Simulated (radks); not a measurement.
Problem. Species: the ruthenium ion Ru3+. Configuration: [Kr] 4d5. Calculated with a radial shooting solver on a logarithmic mesh with Libxc functionals: Dirac Kohn-Sham, LDA (Slater exchange, Perdew-Wang correlation), spin-unpolarised, spherical densities, point nucleus; open shells fill j = l - 1/2 first. Some entries of the table are withheld. Estimate them.

orbital  occ.  eigenvalue (eV)  <r> (bohr)  r(max) (bohr)
1s1/2       2        -21932.45     0.03347            (1)
2s1/2       2        -3184.007         (2)         0.1232
2p1/2       2        -2946.667      0.1237        0.09549
2p3/2       4        -2815.959      0.1285        0.09949
3s1/2       2        -589.3169      0.4032         0.3622
3p1/2       2        -497.1755      0.3961         0.3487
3p3/2       4        -474.9765      0.4068         0.3583
3d3/2       4        -311.2611         (3)         0.2989
3d5/2       6        -306.9303         (4)         0.3017
4s1/2       2        -110.9524       1.010         0.9109
4p1/2       2         -83.1178         (5)            (6)
4p3/2       4         -79.5740         (7)            (8)
4d3/2       4         -37.7250       1.435            (9)
4d5/2       1         -37.3070       1.447           (10)

Solution. 
(1) 1s1/2 r(max) (bohr): 0.02174
(2) 2s1/2 <r> (bohr): 0.1455
(3) 3d3/2 <r> (bohr): 0.3823
(4) 3d5/2 <r> (bohr): 0.3857
(5) 4p1/2 <r> (bohr): 1.089
(6) 4p1/2 r(max) (bohr): 0.9598
(7) 4p3/2 <r> (bohr): 1.118
(8) 4p3/2 r(max) (bohr): 0.9844
(9) 4d3/2 r(max) (bohr): 1.164
(10) 4d5/2 r(max) (bohr): 1.175
